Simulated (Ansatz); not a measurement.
C₃H₁₁BSi (`BCC(C)[SiH3]`), relaxed with RKS PBE-D4/def2-SVP in Ansatz from a rough embedded geometry. The force threshold is 0.03 eV/Å; the program also tests the step.

Total charge 0; spin multiplicity 1.

Start:

```xyz
16

B    -0.379   -2.094   -0.704
C    -0.900   -0.670   -0.442
C     0.250    0.356   -0.268
C    -0.356    1.810   -0.448
Si    1.161    0.177    1.343
H    -0.607   -3.025    0.070
H     0.327   -2.374   -1.643
H    -1.558   -0.663    0.409
H    -1.567   -0.440   -1.331
H     0.941    0.238   -1.116
H    -0.852    1.933   -1.348
H    -1.104    1.960    0.411
H     0.510    2.496   -0.261
H     2.191    1.161    1.466
H     1.755   -1.157    1.419
H     0.186    0.292    2.442
```

| step | energy (eV) | largest force (eV/Å) | largest move (Å) |
| --- | --- | --- | --- |
| 1 | -11827.6765 | 4.839 | 0.000 |
| 2 | -11828.0663 | 1.477 | 0.113 |
| 3 | -11828.1287 | 0.327 | 0.087 |
| 4 | -11828.1632 | 0.199 | 0.200 |
| 5 | -11828.1748 | 0.419 | 0.196 |
| 6 | -11828.1912 | 0.284 | 0.075 |
| 7 (rejected) | -11828.1907 | 0.401 | 0.115 |
| 8 | -11828.2051 | 0.119 | 0.056 |
| 9 | -11828.2099 | 0.103 | 0.100 |
| 10 (rejected) | -11828.2097 | 0.134 | 0.057 |
| 11 | -11828.2113 | 0.036 | 0.028 |
| 12 | -11828.2127 | 0.054 | 0.046 |
| 13 | -11828.2134 | 0.018 | 0.035 |

End:

```xyz
16

B    -0.394   -2.178   -0.665
C    -0.836   -0.716   -0.375
C     0.212    0.408   -0.285
C    -0.399    1.814   -0.387
Si    1.224    0.194    1.319
H    -1.161   -3.104   -0.469
H     0.682   -2.412   -1.190
H    -1.601   -0.637    0.429
H    -1.453   -0.583   -1.315
H     0.945    0.271   -1.113
H    -0.951    1.943   -1.343
H    -1.122    2.002    0.435
H     0.372    2.611   -0.339
H     2.345    1.199    1.400
H     1.807   -1.195    1.380
H     0.328    0.382    2.517
```

It took 20 s on 4 threads of an Arm Neoverse V2 on a shared host, with 0.18 GiB of host memory at the peak.
